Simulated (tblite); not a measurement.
Species: C₅H₁₄P₂S.
Structure used (GFN2-xTB), in Å, numbered top down from 1:
```xyz
22
C5H14P2S angstrom
C     -2.376    0.024   -0.956
C     -1.598   -1.089   -0.274
P     -0.146   -0.500    0.708
C     -0.888    0.622    1.964
S      0.884   -1.966    1.483
P      0.940    0.901   -0.653
C      2.383    1.112    0.478
C      1.640   -0.436   -1.716
H     -3.121   -0.399   -1.628
H     -1.705    0.655   -1.538
H     -2.889    0.646   -0.226
H     -2.228   -1.657    0.417
H     -1.199   -1.796   -1.008
H     -1.719    0.110    2.448
H     -1.227    1.545    1.498
H     -0.128    0.845    2.712
H      2.139    1.832    1.257
H      3.222    1.499   -0.099
H      2.658    0.156    0.931
H      0.886   -0.783   -2.421
H      1.980   -1.270   -1.098
H      2.479   -0.031   -2.279
```

Method: GFN2-xTB as coded in tblite; computed harmonic values from a numerical Hessian at the method's own geometry, unscaled. Against measured fundamentals such values can be off by several per cent, at times by over 20. One conformer, not necessarily the lowest.

Harmonic wavenumbers (cm⁻¹): 39.2, 66.3, 118.4, 125.8, 134.8, 156.0, 164.8, 180.8, 199.2, 209.8, 215.0, 238.9, 253.5, 288.8, 319.8, 410.3, 633.1, 706.4, 715.0, 729.9, 743.6, 764.6, 828.6, 837.1, 855.8, 862.6, 897.7, 948.4, 979.0, 1009.1, 1072.0, 1204.6, 1248.9, 1299.4, 1314.4, 1317.4, 1404.2, 1416.5, 1422.6, 1429.4, 1434.9, 1437.3, 1443.2, 1451.8, 1485.4, 1494.2, 2927.4, 2943.1, 2949.1, 2954.8, 2989.1, 2998.9, 3002.0, 3005.7, 3007.3, 3010.3, 3010.7, 3012.8, 3025.7, 3040.8.

A = 1236, B = 1083, C = 848.5 MHz; mass 168.029 u (most abundant isotopes); point group C1, symmetry number 1.

**Question.** What is the zero-point energy?

**Answer.** Half the sum of the wavenumbers: 39193 cm⁻¹ = 468.85 kJ/mol.

**Question.** Give the ideal-gas entropy at 298.15 K and 1 bar in the rigid-rotor, harmonic-oscillator model (classical rotation).

**Answer.** Translation 172.76, rotation 125.63, vibration 178.54: S = 476.9 J/(mol K).

**Question.** And Cp and H(298.15 K) − H(0)?

**Answer.** Cp = 200.82 J/(mol K), of which vibrations give 167.56 (their classical limit is 60 R = 498.9); H(298.15 K) − H(0) = 37.63 kJ/mol without the zero-point energy, 27.71 from vibrations.

**Question.** Which modes carry the vibrational entropy at 298.15 K?

**Answer.** 39.2 cm⁻¹: 22.17; 66.3 cm⁻¹: 17.83; 118.4 cm⁻¹: 13.08; 125.8 cm⁻¹: 12.59; 134.8 cm⁻¹: 12.03; 156.0 cm⁻¹: 10.87 J/(mol K); the other 54 give 89.97 together.

**Question.** What must be added to the electronic energy to get the Gibbs energy at 298.15 K and 1 bar?

**Answer.** ZPE + [H(298.15 K) − H(0)] − T·S = 468.85 + 37.63 − 142.20 = 364.28 kJ/mol.

**Question.** Blend soft modes into free rotors: weight 1/[1 + (100 cm⁻¹/ν̃)⁴] for the oscillator and the rest for a rotor with moment μB/(μ + B), μ = h/(8π²ν), B = 10⁻⁴⁴ kg m². What vibrational entropy results?

**Answer.** 167.41 J/(mol K) in place of 178.54, which changes −T·S at 298.15 K by +3.32 kJ/mol.

**Question.** How do the functions run with temperature in this model?

**Answer.** 
```json
{"T (K)": "100", "S (J/(mol K))": "314.7", "Cp (J/(mol K))": "107.9", "H − H(0) (kJ/mol)": "6.60", "G − H(0) (kJ/mol)": "-24.87", "ln q(vib)": "2.39"}
{"T (K)": "200", "S (J/(mol K))": "406.0", "Cp (J/(mol K))": "157.5", "H − H(0) (kJ/mol)": "20.05", "G − H(0) (kJ/mol)": "-61.15", "ln q(vib)": "6.48"}
{"T (K)": "300", "S (J/(mol K))": "478.2", "Cp (J/(mol K))": "201.6", "H − H(0) (kJ/mol)": "38.00", "G − H(0) (kJ/mol)": "-105.45", "ln q(vib)": "10.36"}
{"T (K)": "500", "S (J/(mol K))": "600.6", "Cp (J/(mol K))": "280.5", "H − H(0) (kJ/mol)": "86.59", "G − H(0) (kJ/mol)": "-213.69", "ln q(vib)": "17.45"}
{"T (K)": "800", "S (J/(mol K))": "751.1", "Cp (J/(mol K))": "359.7", "H − H(0) (kJ/mol)": "183.58", "G − H(0) (kJ/mol)": "-417.26", "ln q(vib)": "26.90"}
{"T (K)": "1000", "S (J/(mol K))": "835.4", "Cp (J/(mol K))": "396.0", "H − H(0) (kJ/mol)": "259.33", "G − H(0) (kJ/mol)": "-576.09", "ln q(vib)": "32.56"}
```

q(vib) and H(0) count from the zero-point level.

Hindered rotation and anharmonicity are outside this model. Other conformers, if any are populated, would add a mixing term that is left out. The structure is chiral; the term R ln 2 for an equal mix with its mirror image is left out.
